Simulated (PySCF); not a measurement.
Delta-SCF ions had no search for a lower state. Excitations are Tamm–Dancoff values on a coarser integration grid. The basis has no diffuse functions, so Rydberg states are missing or too high.

CH$_{7}$B$_{2}$N, SMILES `BN(B)C` (H–B–N–C torsion -180°, C–N–B–H torsion 180°) (charge 0, multiplicity 1)

Computed with ωB97X-D3(BJ)/def2-TZVP // B3LYP-D3(BJ)/def2-TZVP run with PySCF.

- HOMO: -11.17 eV
- dipole moment: 1.46 D
- LUMO: 0.87 eV
- HOMO–LUMO gap: 12.04 eV
- S1 excitation (TDA): 6.40 eV
- S1 oscillator strength: 0.001
- brightest of the four lowest singlets (TDA): 6.86 eV
- T1 excitation (TDA): 5.74 eV
- S1–T1 gap (TDA): 0.65 eV
- vertical ionisation energy (Delta-SCF): 10.97 eV
- total energy: -146.9454 Ha
- cost: roughly 2.3 core-minutes

```xyz
11

B     -0.9320     1.1232     0.2245
N     -0.1539    -0.0188    -0.1122
B     -0.7712    -1.2432    -0.4808
C      1.3163     0.0896    -0.0734
H     -2.1170     1.0457     0.2018
H     -0.3773     2.1372     0.5223
H     -1.9574    -1.3085    -0.5005
H     -0.0896    -2.1809    -0.7641
H      1.7679    -0.8370    -0.4210
H      1.6559     0.9071    -0.7091
H      1.6582     0.2856     0.9434
```
Charge 0, spin multiplicity 1.
